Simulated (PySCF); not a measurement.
An unknown shows these calculated signals:

1H NMR (600 MHz, computed): δ 7.50 (m, 2H), 7.12 (d, 2H), 7.09 (t, 1H), 6.35 (br s, 1H), 4.07 (br s, 1H).

13C{1H} NMR (computed): δ 158.4 (C), 135.9 (CH), 126.2 (CH), 117.1 (CH).

PySCF 2.14.0 with density-fitted response routines calculation with geometry from PBE0-D3(BJ)/def2-TZVP and GIAO B97-2/pcSseg-2 shieldings; no solvent model, no relativistic terms, a single conformation, fast rotation and ring inversion assumed for equivalent nuclei.

Scale: TMS for 1H (31.64 ppm) and 13C (185.38 ppm) (reference shieldings calculated alike).

Problem. Which of these does the molecule contain: an amide, a tert-butyl group, an OH group, a nitrile, a benzene ring, an NH or NH2 group?

Solution. 
- An amide: no.
- A tert-butyl group: no.
- An OH group: yes (δH 4.07 (br s)).
- A nitrile: no.
- A benzene ring: yes.
- An NH or NH2 group: yes (δH 6.35 (br s)).

The data belong to `ONc1ccccc1`, C6H7NO; they needn't prove each group on their own.

Carbon signals by region: 4 in the sp2 and nitrile region (100–160 ppm).

OH and NH positions are those of a molecule without intermolecular hydrogen bonds; in solution they move with solvent, concentration and temperature, and exchange usually removes their couplings. Shifts are as computed. Against solution values, carbons near 30 ppm lie about +3 ppm off and those near 130 ppm about +7 ppm. Of 1211 compounds with measured shifts, 218 miss one by over three times the rms of a fit or turn the order of signals round; such compounds aren't used in these exercises. No couplings were computed; multiplicities are counted from neighbouring protons, with m where these are inequivalent, close in shift, in a saturated or five-membered ring or joined by F or P, and br s for small geminal =CH2 splittings.
